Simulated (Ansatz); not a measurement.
Consider the formal exchange of groups at a C–Si bond: `[SiH3]C[NH][GaH2]` + CH₄ → `CC[NH][GaH2]` + SiH₄.

Gas-phase electronic energies from Ansatz, PBE0-D4/def2-TZVP geometries. CBS: MP2 limit from def2 TZ/QZ plus the TZ coupled-cluster correction, frozen cores. This one scheme is used for every species. Functionals use def2-TZVPP. For Ga outer-core shells are correlated without core-valence functions, which leaves a few kJ/mol of doubt a bond. Scalar relativity is left out up to krypton. One conformer a species, not always the lowest.

(1) Is it downhill or uphill in electronic energy at CCSD(T)/CBS, and by how much? (Best estimate.)

(2) What do these levels give: BHLYP-D4, BLYP, r2SCANh, CAM-B3LYP, CCSD(T)/def2-SVP, SCS-MP2/def2-TZVPP? (Estimate.)

Largest T1 diagnostic among the species: 0.015.

Answers

(1) The calculation gave: Uphill: ΔE = +6.0 kcal/mol.

(2) Ansatz gave: BHLYP-D4 6.2, BLYP 6.2, r2SCANh 6.6, CAM-B3LYP 5.4, CCSD(T)/def2-SVP 3.0, SCS-MP2/def2-TZVPP 5.3 kcal/mol.

Leaving LDA and LC-ωPBE aside and taking each functional with its dispersion term where it has one, the values, not all of them listed here, spread over 1.6 kcal/mol, from ωB97X-V to BLYP-D4. In def2-TZVPP, CCSD(T) changes the Hartree–Fock value by +1.8 kcal/mol (the triples alone add +0.3 kcal/mol) and MP2 by +2.4 kcal/mol. The D4 term adds +0.9 kcal/mol with B3LYP and +0.5 kcal/mol with PBE0; it sums over pairs of atoms, weighted by their polarisabilities, and B3LYP, whose exchange is more repulsive, gets the larger term.

B3LYP here is the variant with VWN-RPA as its local correlation; programs differ in this.
